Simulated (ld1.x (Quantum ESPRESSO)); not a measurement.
## oxygen: one change to a PAW potential, before and after

ld1.x (Quantum ESPRESSO) 7.5 input, shortened:

```
&input
   title='O', zed=8., rel=1, dft='PBESOL', iswitch=3,
   config='[He] 2s2 2p4'
 /
 &inputp
   pseudotype=3, lpaw=.true., tm=.true., lloc=-2, rcloc=0.55,
   nlcc=.true., new_core_ps=.true., rcore=0.50,
   which_augfun='BESSEL', rmatch_augfun=0.50
 /
4
2S  1  0   2.00   0.00  0.60  0.75  0.0
2S  1  0   0.00   0.50  0.60  0.75  0.0
2P  2  1   4.00   0.00  0.85  1.20  0.0
2P  2  1   0.00  -0.30  0.85  1.20  0.0
 &test
   configts(1)='2s2 2p4'
 /
```

Change: all radii but the core radius scaled by about 1.28 (s 0.96, p 1.54 bohr, rcut 0.76/1.10); local potential all-electron potential smoothed inside 0.70 bohr (lloc = -2); augmentation BESSEL, radius 0.64 bohr.

Cutoffs: the cutoffs (Ry, on a coarse ladder) from which the occupation-weighted sum of valence levels, in a spherical-Bessel basis at the reference potential, stays within 10 and 1 mRy of its value at 400 Ry; they do not see the model core or the augmentation charge, which bear on the density cutoff. Errors are all-electron minus pseudo energies relative to the spin-unpolarised reference configuration.

**Question.** What does the change do?

**Answer.** The potential gets softer (55 Ry and 100 Ry → 30 Ry and 55 Ry); of the 7 tests that both files solve, the error grows in 2 and shrinks in 3 by more than 15 % and 0.3 meV (median size 3.6 → 1.3 meV); neither file shows a bound ghost. A larger radius leaves more room for a smooth pseudo-wave, so fewer plane waves are needed.

```csv
quantity,base,changed
"cutoff, loose",55 Ry,30 Ry
"cutoff, tight",100 Ry,55 Ry
loose cutoff by channel (10 mRy a level),"s 45 Ry, p 45 Ry","s 18 Ry, p 25 Ry"
bound ghosts,none,none
"error for 2s2 2p3, meV [ΔE 16.36 eV]",-1.0,-1.3
"error for 2s2 2p2, meV [ΔE 49.84 eV]",-5.5,-7.1
"error for 2s2 2p1, meV [ΔE 103.54 eV]",-17,-18
"error for 2s1 2p5, meV [ΔE 14.85 eV]",+1.5,-0.3
"error for 2s2 2p3.5, meV [ΔE 6.25 eV]",-0.4,-0.4
"error for 2s1 2p4, meV [ΔE 31.50 eV]",+3.6,+2.3
"error for 2s0 2p6, meV [ΔE 29.75 eV]",+9.5,-1.2
lowest overlap eigenvalue by channel,"s 0.55, p 0.94","s 0.55, p 0.94"
```
